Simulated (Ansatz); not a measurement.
Cu2Pt⁺. The state is a doublet with charge 1. Geometry r2SCAN-D4/def2-TZVP; atoms count from 1.

Cartesian coordinates in Å:
```
Pt 0.862 0.985 -0.395
Cu -0.912 -0.524 -0.932
Cu 0.050 -0.460 1.327
```

In the def2 sets Pt takes a core potential; there is no spin–orbit coupling. The structure comes from a short search, and lower isomers may exist.

Estimate the Mulliken populations from the PBE0/def2-TZVP orbitals of Ansatz.


```tsv
atom	charge (e)	spin (α − β)	d electrons
Pt1	0.31	1.04	8.80
Cu2	0.34	-0.02	9.92
Cu3	0.34	-0.02	9.92
```
Mulliken values depend strongly on the basis.

Where does the spin sit?

Summed by element: Pt 1.04, Cu -0.04, of 1 unpaired in all. Largest on single atoms: Pt1 1.04, Cu2 -0.02, Cu3 -0.02.

And the Mayer bond orders between heavy atoms (over 0.3)?

Pt1–Cu2 0.77 (2.39 Å); Pt1–Cu3 0.77 (2.39 Å); Cu2–Cu3 0.39 (2.46 Å).
